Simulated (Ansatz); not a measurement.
Job for Ansatz (an electronic-structure program): R-CCSD(T)/aug-cc-pVDZ on HF (SMILES F) with ghost functions.

Ansatz 0.2 input:
```yaml
crystal:
  periodic: [false, false, false]
  atoms:
    - {symbol: F, position_ang: [-0.04401971, 0.39980914, -0.26978324]}
    - {symbol: H, position_ang: [-0.01821981, 0.28339397, 0.65836339]}
basis:
  gaussian:
    orbitals: aug-cc-pVDZ
    ghost_atoms:
      - {symbol: C, position_ang: [0.40678576, -0.52995071, 2.68810251]}
      - {symbol: C, position_ang: [-0.32636747, 0.56682734, 2.84589949]}
      - {symbol: H, position_ang: [-0.04773038, -1.50761008, 2.58250596]}
      - {symbol: H, position_ang: [1.48925765, -0.49251672, 2.66788410]}
      - {symbol: H, position_ang: [0.12838507, 1.54332740, 2.96080789]}
      - {symbol: H, position_ang: [-1.40858318, 0.52820626, 2.87544655]}
magnetization: {spin_polarized: false}
correlation: {method: ccsd_t, electrons: outside_noble_gas}
scf: {lower_state_search: off}
```

Program output:

```
WARN ansatz: RAYON_NUM_THREADS=2 ignored (pool sized by the plan → 2); use --threads N
Functional definition: HF
these checks for a lower state are left out or cut short: stability, starts, cluster_reference, orbital_swaps, neighbouring_geometries, increment
integrals: 0.16 GiB planned
879 factors; integrals over basis functions are off by at most 1.1e-3 eV
mean field: 0.16 GiB planned
mean field evaluation 1: about -2721.0459 eV, gradient 2.4e1 eV
mean field evaluation 2: about -2721.0458 eV, gradient 2.4e1 eV
mean field evaluation 4: about -2722.0187 eV, gradient 1.2e0 eV
mean field evaluation 8: about -2722.0235 eV, gradient 5.2e-5 eV
mean field -2722.02352295 eV, -100.0325194146 hartree, gradient 1.2e-6 eV, S^2 0.000000; 0 other end points of the search recorded, 0 dependent functions left out
1 core orbitals not correlated
reference -2722.02352295 eV, -100.0325194146 hartree; 4, 4 occupied and 109, 109 virtual orbitals, 879 factors
second order -6.09242433 eV of doubles, -0.00000000 eV of singles
coupled cluster: 0.56 GiB planned
cycle   1  -6.05277708 eV  change    4.0e-2 eV  update   5.2e-2
cycle   2  -6.16362103 eV  change   -1.1e-1 eV  update   1.3e-2
cycle   3  -6.19360856 eV  change   -3.0e-2 eV  update   6.5e-3
cycle   4  -6.19126726 eV  change    2.3e-3 eV  update   9.3e-4
cycle   5  -6.19063864 eV  change    6.3e-4 eV  update   3.5e-4
cycle   6  -6.19074043 eV  change   -1.0e-4 eV  update   8.5e-5
cycle   7  -6.19074540 eV  change   -5.0e-6 eV  update   3.0e-5
cycle   8  -6.19073118 eV  change    1.4e-5 eV  update   9.0e-6
cycle   9  -6.19072757 eV  change    3.6e-6 eV  update   2.4e-6
perturbative correction -0.11828988 eV, -0.0043470727 hartree
Total energy: -2728.33254040 eV, -100.2643715295 hartree
Checks for a lower state left out: stability, starts, cluster_reference, orbital_swaps, neighbouring_geometries, increment
```

The calculation finished and met its thresholds.

Cost: about 5 core-seconds (a rough figure).
